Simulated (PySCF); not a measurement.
HOP, SMILES P=O.

Coordinates come from a TPSSh-D3(BJ)/def2-TZVPD optimisation.

Computed with ωB97X/def2-TZVPD run with PySCF.

Isolated molecule, no solvent.

Computed frontier levels, gap, dipole moment and polarisability:
| Item | Value |
|---|---|
| highest occupied level | -10.01 eV |
| lowest empty level | -1.08 eV |
| orbital gap | 8.93 eV |
| dipole moment | 2.44 D |
| quadrupole, principal values (traceless, Buckingham form, about the centre of nuclear charge) | -3.13, 0.02, 3.11 D·Å |
| mean static polarisability | 28.4 bohr³ (4.21 Å³) |
| polarisability, principal values | 23.3, 28.7, 33.1 bohr³ |
